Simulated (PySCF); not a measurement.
Molecule: `C#C[SiH2]/N=C\C=C/C`, C₆H₉NSi.

Geometry (Å), atoms numbered from 1 in this order:
```xyz
17

C     4.3519    1.0775    0.4308
C     3.5177    0.3727   -0.0691
Si    2.2483   -0.7351   -0.8376
N     0.8903    0.2961   -1.0102
C    -0.2959    0.3418   -0.5929
C    -0.9440   -0.6218    0.2724
C    -2.1981   -0.5568    0.7288
C    -3.2114    0.5006    0.4666
H     5.0817    1.6977    0.8680
H     2.1813   -1.9481   -0.0007
H     2.5988   -1.0778   -2.2175
H    -0.8956    1.1929   -0.9203
H    -0.3200   -1.4585    0.5585
H    -2.5507   -1.3548    1.3724
H    -3.5199    0.9501    1.4109
H    -2.8433    1.2830   -0.1886
H    -4.0982    0.0526    0.0176
```

Frames of a GFN2-xTB Langevin trajectory at 600 K; GIAO PBE0/pcSseg-1 shieldings in PySCF 2.14, gas phase, non-relativistic; equivalent atoms averaged within each frame.

Referencing at the same level of theory: ¹³C (186.93 ppm) and ²⁹Si (349.16 ppm) and ¹H (31.72 ppm) vs TMS; NH3 for ¹⁵N (267.73 ppm). The references are static minima.

Question: How do the shifts (ppm) fluctuate along the trajectory?

Answer: 
```
         time (fs)     C5     C7     C6     C1    C2    C8    Si3     N4    H12   H14
               250  187.8  149.7  144.0  103.4  91.4  13.9  -77.5  383.1   9.91  7.07
               425  185.9  130.9  130.6  106.5  99.8  17.7  -67.4  438.8   9.47  6.03
               625  184.9  157.8  125.5   96.6  94.9  12.6  -59.7  397.7   9.69  7.20
               800  168.4  154.3  140.4  106.5  88.3  16.7  -87.5  351.9  10.01  7.29
              1000  181.9  159.0  129.0  115.8  91.2  23.2  -74.0  376.3   9.88  7.82
    mean of frames  181.8  150.3  133.9  105.8  93.1  16.8  -73.2  389.5   9.79  7.08
standard deviation    7.8   11.4    7.9    6.9   4.4   4.1   10.5   32.1   0.21  0.65
```

5 frames give an uncertainty of the mean of about the standard deviation over 2.2 at best, since frames this close in time may not be independent; classical motion lacks zero-point vibration, and the reference would need the same averaging.
